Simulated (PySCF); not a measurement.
Species: C₇H₁₂.
Structure used (PBE0-D3(BJ)/def2-SVP), in Å, numbered top down from 1:
```xyz
19
C7H12 angstrom
C      0.2712    0.6350    1.3596
C      0.2052    0.1054    0.1312
C      1.4252   -0.2488   -0.6783
C      2.7731    0.0239   -0.0398
C     -1.0846   -0.1882   -0.5613
C     -2.2959   -0.6642    0.2001
C     -2.2893    0.7032   -0.3937
H     -0.6289    0.8843    1.9289
H      1.2251    0.8418    1.8472
H      1.3531    0.2857   -1.6440
H      1.3485   -1.3187   -0.9485
H      2.8954   -0.5378    0.8992
H      3.5907   -0.2716   -0.7139
H      2.9007    1.0927    0.1913
H     -0.9582   -0.6220   -1.5583
H     -2.9226   -1.4329   -0.2600
H     -2.1842   -0.7598    1.2838
H     -2.1733    1.5597    0.2763
H     -2.9114    0.8967   -1.2718
```

Computed with PySCF at CAM-B3LYP/def2-SVPD, non-relativistic, on one gas-phase PBE0-D3(BJ)/def2-SVP geometry that isn't relaxed in the solvent. The solvent is an IEF-PCM continuum (van der Waals radii × 1.2), and excitations are vertical TDDFT with non-equilibrium linear response and a frozen core. Specific hydrogen bonds and non-electrostatic terms are outside this model.

```tsv
run	E − E(gas) (kcal/mol)	HOMO (eV)	HOMO–LUMO gap (eV)	dipole (D)	lowest singlet (eV)	static polarisability (au)
gas	0.00	-7.96	9.39	0.72	6.60	82.6
P	-1.49	-7.96	9.48	0.94	6.45	102.7
Q	-2.13	-7.98	9.50	1.03	6.47	112.7
```

The runs were made in acetonitrile and chloroform. Which run belongs to which solvent?

P = chloroform, Q = acetonitrile. The dielectric constants are 4.711 (chloroform), 35.69 (acetonitrile), and the energy falls further as ε rises. The optical constants n² used for the excitations are 2.09, 1.81 in the same order. In this model the ground state sees the solvent through ε alone.

How constant is the ratio of the lowering to (ε − 1)/(2ε + 1)?

| solvent | (ε − 1)/(2ε + 1) | E − E(gas) (kcal/mol) | ratio (kcal/mol) | polarisation term (kcal/mol) |
| --- | --- | --- | --- | --- |
| chloroform | 0.356 | -1.49 | -4.2 | -1.60 |
| acetonitrile | 0.479 | -2.13 | -4.4 | -2.35 |

The ratio changes by +5.9 % in size from chloroform to acetonitrile. The polarisation term is half the interaction of the solute with the induced surface charges.
